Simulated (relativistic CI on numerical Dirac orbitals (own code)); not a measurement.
Method of calculation: Dirac-Coulomb-Breit CI, orbitals from a KLI potential per configuration, a model potential for QED, unscaled Slater integrals (own radial code, finite nucleus).

CI space (outside the closed core [Ne]): 3s, 3p, 3d, 4s, 4p, 4d, 4f, 5s, 5p, 5d, 5f, 5g, 6s, 6p, 6d, 7s, 7p. Levels of other configurations are missing.

At this charge energies of transitions that change n are usually good to better than 1 %, and those within a shell (Δn = 0) to a few per cent.

Outline of the computed level scheme of Ag XXXVII. Lowest level of each configuration: 3s 2S_1/2 at 0.00 eV; 3p 2P°_1/2 at 82.37 eV; 3d 2D_3/2 at 234.07 eV; 4s 2S_1/2 at 1084.41 eV; 4p 2P°_1/2 at 1118.34 eV; 4d 2D_3/2 at 1176.78 eV; 4f 2F°_5/2 at 1201.94 eV; 5s 2S_1/2 at 1564.33 eV; 5p 2P°_1/2 at 1581.38 eV.

Some strong electric-dipole decays among the lowest 15 levels: 4f 2F°_7/2 → 3d 2D_5/2 (2.8e+13 s⁻¹); 4f 2F°_5/2 → 3d 2D_3/2 (2.6e+13 s⁻¹); 4d 2D_5/2 → 3p 2P°_3/2 (1.3e+13 s⁻¹); 4d 2D_3/2 → 3p 2P°_1/2 (1.1e+13 s⁻¹); 4p 2P°_1/2 → 3s 2S_1/2 (6.1e+12 s⁻¹); 4p 2P°_3/2 → 3s 2S_1/2 (5.1e+12 s⁻¹); 4s 2S_1/2 → 3p 2P°_3/2 (4.6e+12 s⁻¹); 5p 2P°_1/2 → 3s 2S_1/2 (3.5e+12 s⁻¹).
